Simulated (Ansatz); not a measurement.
`C=[C]([SiH3])[GaH2]` → `[SiH3][CH]1[CH2][GaH]1`  (isomerisation)

Program: Ansatz. Geometries: PBE0-D4/def2-TZVP. ΔE: electronic, gas phase. CCSD(T)/CBS adds triple-zeta CCSD(T) − MP2 to the extrapolated MP2 energy (def2 sets, frozen cores). DFT in def2-TZVPP. B3LYP here is the variant with VWN-RPA as its local correlation; programs differ in this. For Ga outer-core shells are correlated without core-valence functions, which leaves a few kJ/mol of doubt a bond. Scalar relativity is left out up to krypton.

| level | ΔE (kcal/mol) | difference from CCSD(T)/CBS |
| --- | --- | --- |
| PBE-D4 | -0.2 | -6.9 |
| r2SCAN-D4 | 4.4 | -2.3 |
| PBE0-D4 | 4.0 | -2.7 |
| B3LYP-D4 | 5.1 | -1.6 |
| ωB97X-V | 11.4 | 4.7 |
| ωB97M-V | 6.8 | 0.1 |
| B2PLYP | 7.9 | 1.2 |
| PBE | 0.3 | -6.4 |
| r2SCAN | 4.4 | -2.3 |
| PBE0 | 4.3 | -2.4 |
| B3LYP | 6.0 | -0.7 |
| HF/def2-TZVPP | 21.1 | 14.4 |
| MP2/def2-TZVPP | 10.2 | 3.5 |
| SCS-MP2/def2-TZVPP | 12.2 | 5.5 |
| CCSD/def2-TZVPP | 11.7 | 5.0 |
| CCSD(T)/def2-TZVPP | 9.5 | 2.8 |
| HF/def2-QZVPP | 21.4 | 14.7 |
| MP2/def2-QZVPP | 8.8 | 2.1 |
| SCS-MP2/def2-QZVPP | 11.3 | 4.6 |
| HF/CBS(def2) | 21.5 | 14.8 |
| MP2/CBS(def2) | 7.5 | 0.8 |
| CCSD/CBS(def2) | 8.9 | 2.2 |
| CCSD(T)/CBS | 6.7 | 0 |

Largest T1 diagnostic among the species: 0.017.

The D4 term adds −0.9 kcal/mol with B3LYP and −0.4 kcal/mol with PBE0; it sums over pairs of atoms, weighted by their polarisabilities, and B3LYP, whose exchange is more repulsive, gets the larger term. From PBE to PBE0 (25 % exact exchange), in def2-TZVPP and without D4, ΔE moves by +4.0 kcal/mol.

CCSD(T)/CBS has its own doubt, a few kJ/mol and more with outer-core shells, so smaller differences from it don't rank the levels.
